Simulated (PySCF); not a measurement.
Spinor energies of Au⁵⁸⁺ (gold, charge +58)

Start: [Ar] 3d3; 3d3/2 filled at m_j = -1/2, +1/2, +3/2. Calculated with PySCF 2.14 in an uncontracted even-tempered set (15 s from 18 bohr⁻², ratio 2.8; 12 p from 23 bohr⁻², ratio 2.8; 8 d from 23 bohr⁻², ratio 2.8; 3 f from 73 bohr⁻², ratio 3): generalised Hartree-Fock with the X2C-1e Hamiltonian and a Gaussian nucleus; one run each with spin-orbit coupling (SO) switched off, then screened by Boettger's factors.

```tsv
spinor shell	electrons	ε, spin-free (eV)	ε, screened SO (eV)	weight of nominal j (screened SO)	rms radius, screened SO (bohr)
1s1/2	2	-85310.0	-85273.1	1.000	0.0190
2s1/2	2	-18490.5	-18476.0	1.000	0.0763
2p1/2	2	-16555.1	-17899.6	1.000	0.0646
3s1/2	2	-7025.9	-7021.2	1.000	0.189
3p1/2	2	-6444.8	-6796.6	1.000	0.179
3p3/2	4	-6444.8	-6300.6	1.000	0.193
3d3/2	3	-5957.0	-6004.9	0.999	0.164
```

Task: Where does 2p3/2 lie, and what is the 2p spin-orbit splitting (screened SO)?

Result: At -16017.3 eV, 1882.3 eV above 2p1/2.

```json
{"quantity": "E (hartree)", "spin-free": "-15653.41070", "screened SO": "-15688.01631"}
{"quantity": "M_J", "spin-free": "3/2", "screened SO": "3/2"}
{"quantity": "⟨J²⟩", "spin-free": "6.750", "screened SO": "3.758"}
{"quantity": "⟨L²⟩", "spin-free": "12.000", "screened SO": "7.576"}
{"quantity": "⟨S²⟩", "spin-free": "3.750", "screened SO": "2.083"}
```

Each row is a mean over spinors that exchange with the open shell spreads, by up to 27.258 eV (3p1/2).

Breit and QED terms are absent; they matter most for the inner s and p1/2 levels.

Densities and radii are taken from the X2C orbitals without a picture-change correction, which distorts them close to the nucleus.

Without spin-orbit coupling the j labels of p, d and f shells carry no meaning; the spin-free column gives the mean over the occupied spinors of each nl shell, and its ⟨J²⟩ belongs to a mixture of degenerate components.
